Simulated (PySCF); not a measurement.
Compound: C5H12Si2.
SMILES: `C=C(C)/C(=C/[SiH3])[SiH3]`

Computed, not measured: PySCF, TDDFT PBE0/def2-SVPD, vertical, gas phase, core orbitals frozen in the response. Geometry: GFN2-xTB, one conformer, isolated molecule. Torsions of this conformer, `[CH2:1]=[C:2]([CH3:3])/[C:4]([SiH3:5])=[CH:6]/[SiH3:7]`: C1–C2–C4–Si5 -128°.

Computed states:

| state | E (eV) | f |
| --- | --- | --- |
| S1 | 5.03 | 0.139 |
| S2 | 5.67 | 0.0056 |
| S3 | 6.09 | 0.180 |
| S4 | 6.34 | 0.020 |
| S5 | 6.67 | 0.156 |
| S6 | 6.81 | 0.0046 |
| S7 | 7.06 | 0.0043 |
| S8 | 7.13 | 0.0059 |

Each state is given a Gaussian of 0.5 eV full width at half maximum, with ε(max) = 2.175×10⁸ f / Δν̃ (Δν̃ the width in cm⁻¹). The width is an assumption, not a result. The curve ends short of the highest state used, and states not computed would add to its high-energy end.

**Question.** Give the broadened spectrum and its maxima.

**Answer.** 
(λ (nm), ε (L mol⁻¹ cm⁻¹)): (189.8, 8692), (192.6, 8105), (195.5, 8370), (198.3, 9397), (201.2, 10381), (204.0, 10397), (206.9, 9174), (209.7, 7182), (212.6, 4958), (215.4, 3166), (218.3, 1898), (221.1, 1232), (224.0, 1032), (226.8, 1257), (229.7, 1897), (232.5, 2869), (235.4, 4135), (238.2, 5422), (241.1, 6573), (243.9, 7291), (246.8, 7491), (249.6, 7149), (252.5, 6347), (255.3, 5310), (258.2, 4151), (261.0, 3096), (263.9, 2166), (266.7, 1462), (269.6, 929), (272.4, 575), (275.3, 336), (278.1, 193), (281.0, 105), (283.8, 56), (286.7, 29), (289.5, 15)

Maxima: 246 nm (5.03 eV), ε about 7500, made up of S1 (100%); 203 nm (6.12 eV), ε about 11000, made up of S3 (91%) (ε in L mol⁻¹ cm⁻¹; maxima over ε = 5, shares over 10%). At its high-energy end, 6.53 eV, the curve is still rising (ε about 8700, from S3 and S5).

**Question.** Does any computed singlet lie in the visible range?

**Answer.** No computed singlet lies in the visible range (380 to 750 nm); the lowest, at 246 nm, stands 1.77 eV above its violet end (3.26 eV).

**Question.** On this curve, what absorbance would a 10⁻⁴ mol/L sample give at 266 nm over a 1 cm path?

**Answer.** 266 nm is 4.661 eV, where ε is about 1600 L mol⁻¹ cm⁻¹, so A = ε c l ≈ 0.16 (Beer–Lambert, with the gas-phase spectrum and the assumed width).

**Question.** Coming from long wavelengths, where does ε first pass 100 L mol⁻¹ cm⁻¹?

**Answer.** At about 281 nm (4.41 eV), 0.62 eV below S1.

Hardware: one thread, Arm Neoverse V1 (aarch64) (shared host). Cost: 1.7 min wall (with the writing of density and orbital grids), 0.90 GiB resident at most.
